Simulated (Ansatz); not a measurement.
Isolated molecules relaxed with PBE0-D4/def2-TZVP in Ansatz; ΔE leaves out vibrations. CCSD(T)/CBS adds triple-zeta CCSD(T) − MP2 to the extrapolated MP2 energy (def2 sets, frozen cores). This one scheme is used for every species. Functionals use def2-TZVPP. B3LYP here is the variant with VWN-RPA as its local correlation; programs differ in this. HSE06 is defined as in plane-wave codes.

`N#C[SiH](F)F` + CH₄ → `C[SiH](F)C#N` + H–F  (formal exchange of groups at the Si–F bond)

`N#C[SiH](F)F`:

Cartesian coordinates in Å:
```
N -0.490 -1.892 -1.447
C -0.254 -0.989 -0.774
Si 0.101 0.410 0.365
F -0.804 1.620 -0.077
F 1.613 0.802 0.174
H -0.166 0.049 1.759
```

CH₄:

Z-matrix (Å, degrees):
```
C
H 1 1.090
H 1 1.090 2 109.5
H 1 1.090 2 109.5 3 -120.0
H 1 1.090 2 109.5 3 120.0
```

`C[SiH](F)C#N`:

```xyz
9

C     0.797   -0.810    0.530
Si   -0.024    0.735   -0.046
F     0.887    1.504   -1.101
C    -1.593    0.297   -0.930
N    -2.577   -0.006   -1.446
H     1.732   -0.578    1.046
H     0.144   -1.345    1.224
H     1.017   -1.470   -0.312
H    -0.382    1.674    1.035
```

H–F:

```xyz
2

F     0.028   -0.459   -0.003
H    -0.028    0.459    0.003
```

```json
{"level": "LDA (SPW92)", "ΔE (kJ/mol)": "125.6", "difference from CCSD(T)/CBS": "-9.6"}
{"level": "PBE-D4", "ΔE (kJ/mol)": "126.7", "difference from CCSD(T)/CBS": "-8.5"}
{"level": "revPBE-D4", "ΔE (kJ/mol)": "124.8", "difference from CCSD(T)/CBS": "-10.4"}
{"level": "BLYP-D4", "ΔE (kJ/mol)": "139.7", "difference from CCSD(T)/CBS": "4.5"}
{"level": "r2SCAN-D4", "ΔE (kJ/mol)": "140.3", "difference from CCSD(T)/CBS": "5.1"}
{"level": "B97M-V", "ΔE (kJ/mol)": "146.3", "difference from CCSD(T)/CBS": "11.1"}
{"level": "PBE0-D4", "ΔE (kJ/mol)": "127.5", "difference from CCSD(T)/CBS": "-7.7"}
{"level": "B3LYP-D4", "ΔE (kJ/mol)": "140.1", "difference from CCSD(T)/CBS": "4.9"}
{"level": "r2SCANh-D4", "ΔE (kJ/mol)": "139.3", "difference from CCSD(T)/CBS": "4.1"}
{"level": "r2SCAN0-D4", "ΔE (kJ/mol)": "138.0", "difference from CCSD(T)/CBS": "2.8"}
{"level": "HSE06-D4", "ΔE (kJ/mol)": "127.4", "difference from CCSD(T)/CBS": "-7.8"}
{"level": "BHLYP-D4", "ΔE (kJ/mol)": "144.4", "difference from CCSD(T)/CBS": "9.2"}
{"level": "CAM-B3LYP-D4", "ΔE (kJ/mol)": "143.4", "difference from CCSD(T)/CBS": "8.2"}
{"level": "ωB97M-V", "ΔE (kJ/mol)": "136.7", "difference from CCSD(T)/CBS": "1.5"}
{"level": "B2PLYP", "ΔE (kJ/mol)": "144.4", "difference from CCSD(T)/CBS": "9.2"}
{"level": "PBE-QIDH", "ΔE (kJ/mol)": "133.7", "difference from CCSD(T)/CBS": "-1.5"}
{"level": "revPBE", "ΔE (kJ/mol)": "130.9", "difference from CCSD(T)/CBS": "-4.3"}
{"level": "BLYP", "ΔE (kJ/mol)": "146.0", "difference from CCSD(T)/CBS": "10.8"}
{"level": "r2SCAN", "ΔE (kJ/mol)": "141.3", "difference from CCSD(T)/CBS": "6.1"}
{"level": "PBE0", "ΔE (kJ/mol)": "130.4", "difference from CCSD(T)/CBS": "-4.8"}
{"level": "r2SCAN0", "ΔE (kJ/mol)": "139.1", "difference from CCSD(T)/CBS": "3.9"}
{"level": "HSE06", "ΔE (kJ/mol)": "130.1", "difference from CCSD(T)/CBS": "-5.1"}
{"level": "BHLYP", "ΔE (kJ/mol)": "148.7", "difference from CCSD(T)/CBS": "13.5"}
{"level": "CAM-B3LYP", "ΔE (kJ/mol)": "146.4", "difference from CCSD(T)/CBS": "11.2"}
{"level": "LC-ωPBE", "ΔE (kJ/mol)": "132.7", "difference from CCSD(T)/CBS": "-2.5"}
{"level": "RPA@PBE/def2-TZVPP", "ΔE (kJ/mol)": "138.3", "difference from CCSD(T)/CBS": "3.1"}
{"level": "HF/def2-SVP", "ΔE (kJ/mol)": "141.6", "difference from CCSD(T)/CBS": "6.4"}
{"level": "MP2/def2-SVP", "ΔE (kJ/mol)": "137.0", "difference from CCSD(T)/CBS": "1.8"}
{"level": "CCSD/def2-SVP", "ΔE (kJ/mol)": "136.6", "difference from CCSD(T)/CBS": "1.4"}
{"level": "HF/def2-TZVPP", "ΔE (kJ/mol)": "156.4", "difference from CCSD(T)/CBS": "21.2"}
{"level": "MP2/def2-TZVPP", "ΔE (kJ/mol)": "137.2", "difference from CCSD(T)/CBS": "2.0"}
{"level": "SCS-MP2/def2-TZVPP", "ΔE (kJ/mol)": "142.7", "difference from CCSD(T)/CBS": "7.5"}
{"level": "CCSD/def2-TZVPP", "ΔE (kJ/mol)": "139.6", "difference from CCSD(T)/CBS": "4.4"}
{"level": "CCSD(T)/def2-TZVPP", "ΔE (kJ/mol)": "137.5", "difference from CCSD(T)/CBS": "2.3"}
{"level": "HF/def2-QZVPP", "ΔE (kJ/mol)": "158.5", "difference from CCSD(T)/CBS": "23.3"}
{"level": "MP2/def2-QZVPP", "ΔE (kJ/mol)": "136.7", "difference from CCSD(T)/CBS": "1.5"}
{"level": "SCS-MP2/def2-QZVPP", "ΔE (kJ/mol)": "142.1", "difference from CCSD(T)/CBS": "6.9"}
{"level": "HF/CBS(def2)", "ΔE (kJ/mol)": "158.8", "difference from CCSD(T)/CBS": "23.6"}
{"level": "MP2/CBS(def2)", "ΔE (kJ/mol)": "135.0", "difference from CCSD(T)/CBS": "-0.2"}
{"level": "CCSD/CBS(def2)", "ΔE (kJ/mol)": "137.4", "difference from CCSD(T)/CBS": "2.2"}
{"level": "CCSD(T)/CBS", "ΔE (kJ/mol)": "135.2", "difference from CCSD(T)/CBS": "0"}
```

Largest T1 diagnostic among the species: 0.013.

In def2-TZVPP, CCSD(T) changes the Hartree–Fock value by −18.9 kJ/mol (the triples alone add −2.2 kJ/mol) and MP2 by −19.2 kJ/mol. Leaving LDA and LC-ωPBE aside and taking each functional with its dispersion term where it has one, the values spread over 21.5 kJ/mol, from revPBE-D4 to B97M-V. LDA lies −4.4 kJ/mol from PBE without D4.
